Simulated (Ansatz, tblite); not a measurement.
Cost and result up the ladder for C₂₈H₂₆F₄O₃S (relaxed from a model of trityl norbornyl tetrafluoroethanesulfonate, whose bonding it doesn't keep) (62 atoms). Charge 0, multiplicity 1. Geometry: PBE-D4/def2-SVP.

Cartesian coordinates in Å:
```
O -0.268 0.140 1.120
S 0.595 -0.524 0.125
O 2.036 -0.693 0.348
O 0.294 0.041 -1.395
C -0.153 -2.233 -0.260
F 0.301 -2.638 -1.460
F -1.494 -2.072 -0.330
C 0.215 -3.290 0.831
F 1.519 -3.630 0.609
F -0.546 -4.395 0.527
C 0.024 -2.855 2.274
C -1.451 -2.540 2.680
C -1.638 -3.371 3.966
C -0.735 -2.784 5.078
C 0.699 -3.223 4.637
C 0.443 -3.952 3.298
C -0.891 -4.669 3.595
H 0.680 -1.971 2.403
H -1.613 -1.454 2.820
H -2.157 -2.884 1.900
H -2.700 -3.484 4.262
H -0.842 -1.683 5.155
H -1.000 -3.207 6.068
H 1.401 -2.373 4.523
H 1.150 -3.922 5.370
H 1.287 -4.578 2.953
H -1.319 -5.190 2.717
H -0.809 -5.387 4.437
C 3.783 3.084 0.299
C 2.534 3.151 0.933
C 1.385 2.678 0.283
C 1.473 2.137 -1.015
C 0.258 1.492 -1.688
C -1.101 2.067 -1.273
C -1.274 3.457 -1.118
C -2.539 3.992 -0.837
C -3.652 3.147 -0.709
C -3.486 1.763 -0.867
C -2.223 1.227 -1.152
C 0.334 1.549 -3.223
C 0.504 2.796 -3.856
C 0.537 2.887 -5.253
C 0.399 1.732 -6.040
C 0.232 0.489 -5.414
C 0.200 0.394 -4.014
C 2.734 2.059 -1.638
C 3.880 2.531 -0.988
H 4.684 3.454 0.811
H 2.450 3.571 1.946
H 0.416 2.708 0.800
H -0.411 4.132 -1.208
H -2.653 5.080 -0.714
H -4.644 3.566 -0.484
H -4.350 1.088 -0.767
H -2.105 0.143 -1.268
H 0.624 3.707 -3.250
H 0.675 3.869 -5.730
H 0.425 1.803 -7.138
H 0.129 -0.425 -6.020
H 0.081 -0.584 -3.529
H 2.815 1.618 -2.642
H 4.858 2.463 -1.488
```

Ansatz on 2 threads of AMD EPYC 7R13 on a shared host and a share (18 GiB) of an NVIDIA H100 80GB HBM3; xTB runs through tblite on one thread. Times are rough, summed over both states, and most runs start from the orbitals of an earlier one. PBE0-D4/def2-SVP serves as the yardstick here, not as an exact answer. The other state is a triplet.

The xTB rows come from tblite. Single mean-field runs in def2-SVP are fitted with def2-universal-jkfit.

xTB has no spin-polarisation term.

```csv
level,functions,wall time,vertical triplet (eV),difference from PBE0-D4/def2-SVP (eV)
GFN2-xTB,175,0.6 s,4.17,0.14
GFN1-xTB,201,0.7 s,4.12,0.09
PBE0-D4/def2-SVP,638,26 s,4.03,0.00
PBE-D4/def2-SVP (with forces),638,31 s,3.97,-0.06
```
